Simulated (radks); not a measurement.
Valence configurations of the ytterbium ion Yb3+ (all share [Xe]). Calculated with a radial shooting solver on a logarithmic mesh with Libxc functionals: Dirac Kohn-Sham, LDA (Slater exchange, Perdew-Wang correlation), spin-unpolarised, spherical densities, finite nucleus; open shells fill j = l - 1/2 first; Fermi nuclear charge, rms radius 5.3108 fm. Energies are relative to 4f13; eigenvalues in eV.

| valence | E (eV) | e(4f5/2) | e(4f7/2) | e(5d3/2) | e(6p1/2) | e(6s1/2) |
|---|---|---|---|---|---|---|
| 4f13 | 0.000 | -37.047 | -35.647 | - | - | - |
| 4f12.5 6p0.5 | 9.394 | -42.881 | -41.443 | - | -20.546 | - |
| 4f12 6s1 | 15.177 | -47.933 | -46.457 | - | - | -27.098 |
| 4f12 6p1 | 21.016 | -48.985 | -47.508 | - | -21.839 | - |
| 4f11 6s2 | 39.243 | -59.922 | -58.368 | - | - | -29.386 |
| 4f10.5 6s2 6p0.5 | 58.300 | -66.789 | -65.196 | - | -24.191 | -30.732 |
| 4f12 5d1 | 12.664 | -44.542 | -43.069 | -27.622 | - | - |
| 4f12 6s0.5 6p0.5 | 18.095 | -48.460 | -46.984 | - | -21.562 | -27.400 |

NIST lists [Xe] 4f13 as the ground configuration; this level of theory agrees among the configurations tried. The energies are those of spherical spin-averaged densities, not of single terms.
